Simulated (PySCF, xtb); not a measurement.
HgF4, SMILES [F][Hg]([F])([F])[F].

Harmonic wavenumbers (cm⁻¹) from xtb 6.7.1 with GFN2-xTB at its own minimum, in rising order: 34, 44, 46, 58, 121, 279, 298, 334, 349.

**Question.** What does PySCF 2.14.0 with B3LYP-D3(BJ)/def2-SVP give at its own minimum? (Estimate from the structure and the level; the computed values follow.)

**Answer.** 162, 213, 215, 237, 237, 573, 575, 667, 667. Paired by order, the mean absolute difference is 220 cm⁻¹ and the zero-point energies are 2.2 and 5.1 kcal/mol.
